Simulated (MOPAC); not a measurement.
MOPAC input (PM6):

```
PM6 1SCF CHARGE=-1 GEO-OK AUX(PRECISION=9) THREADS=1
C4H2FS

F    -2.09157700 1   -0.92928400 1    0.51700900 1
C    -0.85861900 1   -0.35407400 1    0.20328600 1
C    -0.74540700 1    0.93544500 1   -0.22945100 1
S     0.95884000 1    1.11923800 1   -0.46343300 1
C     1.43304300 1   -0.48923200 1    0.01352200 1
C     0.29690100 1   -1.17438400 1    0.35327200 1
H     2.45347300 1   -0.84657900 1    0.02608300 1
H     0.27377100 1   -2.20419600 1    0.69198900 1
```

Output:

```
 *******************************************************************************
 **                                                                           **
 **                              MOPAC v23.2.5                                **
 **                                                                           **
 *******************************************************************************
 ** MOPAC's Digital Object Identifier: https://doi.org/10.5281/zenodo.6511958 **
 **                                                                           **
 ** Please cite the open-source release paper for use of this MOPAC version:  **
 ** J. E. Moussa and J. J. P. Stewart (2026)                                  **
 ** MOPAC: An open-source semiempirical molecular orbital program             **
 ** J. Open Source Softw., 11(119), 8025, https://doi.org/10.21105/joss.08025 **
 *******************************************************************************

                              PM6 CALCULATION RESULTS

 *******************************************************************************
 *  PM6        - The PM6 Hamiltonian to be used
 *  GEO-OK     - OVERRIDE INTERATOMIC DISTANCE AND OTHER SAFETY CHECKS
 *
 *
 *
 *                 CHARGE ON SYSTEM = -1
 *
 *
 *
 *  1SCF       - DO 1 SCF AND THEN STOP
 *  AUX        - OUTPUT AUXILIARY INFORMATION
 *******************************************************************************
PM6 1SCF CHARGE=-1 GEO-OK AUX(PRECISION=9) THREADS=1
 C4H2FS

   ATOM   CHEMICAL          X               Y               Z
  NUMBER   SYMBOL      (ANGSTROMS)     (ANGSTROMS)     (ANGSTROMS)

     1       F         -2.09157700  *  -0.92928400  *   0.51700900  *
     2       C         -0.85861900  *  -0.35407400  *   0.20328600  *
     3       C         -0.74540700  *   0.93544500  *  -0.22945100  *
     4       S          0.95884000  *   1.11923800  *  -0.46343300  *
     5       C          1.43304300  *  -0.48923200  *   0.01352200  *
     6       C          0.29690100  *  -1.17438400  *   0.35327200  *
     7       H          2.45347300  *  -0.84657900  *   0.02608300  *
     8       H          0.27377100  *  -2.20419600  *   0.69198900  *

          CARTESIAN COORDINATES

    NO.       ATOM           X           Y           Z

     1         F         -2.0916     -0.9293      0.5170
     2         C         -0.8586     -0.3541      0.2033
     3         C         -0.7454      0.9354     -0.2295
     4         S          0.9588      1.1192     -0.4634
     5         C          1.4330     -0.4892      0.0135
     6         C          0.2969     -1.1744      0.3533
     7         H          2.4535     -0.8466      0.0261
     8         H          0.2738     -2.2042      0.6920

 General Reference for PM6:
 "Optimization of Parameters for Semiempirical Methods V: Modification of NDDO Approximations
 and Application to 70 Elements", J. J. P. Stewart, J. Mol. Mod., 13, 1173-1213 (2007)
 URL: https://link.springer.com/article/10.1007/s00894-007-0233-4

           Empirical Formula: C4 H2 F S  =     8 atoms

      MOLECULAR POINT GROUP   :   Cs

      RHF CALCULATION, NO. OF DOUBLY OCCUPIED LEVELS = 16

 -------------------------------------------------------------------------------
 PM6 1SCF CHARGE=-1 GEO-OK AUX(PRECISION=9) THREADS=1
 C4H2FS

     1SCF WAS SPECIFIED, SO BFGS WAS NOT USED
     SCF FIELD WAS ACHIEVED

                              PM6 CALCULATION
                                                       MOPAC v23.2.5 Linux

          FINAL HEAT OF FORMATION =         -6.99383 KCAL/MOL =     -29.26217 KJ/MOL

          COSMO AREA              =        120.11 SQUARE ANGSTROMS
          COSMO VOLUME            =        109.92 CUBIC ANGSTROMS

          IONIZATION POTENTIAL    =          3.786079 EV
          HOMO LUMO ENERGIES (EV) =         -3.786  5.268
          NO. OF FILLED LEVELS    =         16
          MOLECULAR WEIGHT        =        101.1182         POINT GROUP:  Cs

          MOLECULAR DIMENSIONS (Angstroms)

            Atom       Atom       Distance
            H     7    F     1     4.57223
            H     8    S     4     3.47865
            C     6    C     2     0.00000

          SCF CALCULATIONS        =          1

   ATOM   CHEMICAL          X               Y               Z
  NUMBER   SYMBOL      (ANGSTROMS)     (ANGSTROMS)     (ANGSTROMS)

     1       F         -2.09157700  *  -0.92928400  *   0.51700900  *
     2       C         -0.85861900  *  -0.35407400  *   0.20328600  *
     3       C         -0.74540700  *   0.93544500  *  -0.22945100  *
     4       S          0.95884000  *   1.11923800  *  -0.46343300  *
     5       C          1.43304300  *  -0.48923200  *   0.01352200  *
     6       C          0.29690100  *  -1.17438400  *   0.35327200  *
     7       H          2.45347300  *  -0.84657900  *   0.02608300  *
     8       H          0.27377100  *  -2.20419600  *   0.69198900  *

                             CARTESIAN COORDINATES

   1    F       -2.091577000    -0.929284000     0.517009000
   2    C       -0.858619000    -0.354074000     0.203286000
   3    C       -0.745407000     0.935445000    -0.229451000
   4    S        0.958840000     1.119238000    -0.463433000
   5    C        1.433043000    -0.489232000     0.013522000
   6    C        0.296901000    -1.174384000     0.353272000
   7    H        2.453473000    -0.846579000     0.026083000
   8    H        0.273771000    -2.204196000     0.691989000

           Empirical Formula: C4 H2 F S  =     8 atoms

      MOLECULAR POINT GROUP   :   Cs

                  EIGENVALUES
 -35.62720 -26.66636 -20.82299 -18.62840 -14.64602 -12.98856 -11.72077 -11.28104
 -10.71908  -9.11299  -7.70159  -7.69496  -5.87335  -4.16716  -3.93095  -3.78608
   5.26763   5.84159   6.41469   6.95986   7.92338   8.29772   8.37762   8.48692
   8.74441   9.44531   9.80131  10.18692  10.34912  10.64113  11.54258

              NET ATOMIC CHARGES AND DIPOLE CONTRIBUTIONS

  ATOM NO.   TYPE          CHARGE      No. of ELECS.   s-Pop       p-Pop       d-Pop
    1          F          -0.249531        7.2495     1.97331     5.27622
    2          C          -0.074895        4.0749     1.11894     2.95596
    3          C          -0.233524        4.2335     1.47497     2.75855
    4          S          -0.171265        6.1713     1.90491     4.12266     0.14370
    5          C          -0.364643        4.3646     1.11815     3.24649
    6          C          -0.169048        4.1690     1.10814     3.06090
    7          H           0.140001        0.8600     0.86000
    8          H           0.122905        0.8771     0.87709
 DIPOLE           X         Y         Z       TOTAL
 POINT-CHG.     1.699    -0.687     0.051     1.833
 HYBRID         0.711    -2.050     0.597     2.250
 SUM            2.409    -2.736     0.648     3.703

          ATOMIC ORBITAL ELECTRON POPULATIONS

     Atom    s        px        py        pz      x^2-y^2     xz        z^2       yz        xy
    1  F   1.97331   1.45333   1.87061   1.95229
    2  C   1.11894   0.77140   0.97665   1.20791
    3  C   1.47497   0.89867   1.12718   0.73271
    4  S   1.90491   1.20680   1.17900   1.73686   0.04054   0.02129   0.01627   0.01464   0.05096
    5  C   1.11815   1.04698   1.00792   1.19160
    6  C   1.10814   0.99130   1.04261   1.02699
    7  H   0.86000
    8  H   0.87709

 **********************
 *                    *
 * JOB ENDED NORMALLY *
 *                    *
 **********************

 == MOPAC DONE ==
```

The dipole moment of an ion depends on the origin.

The geometry given is a B3LYP-D3(BJ)/def2-TZVP minimum.
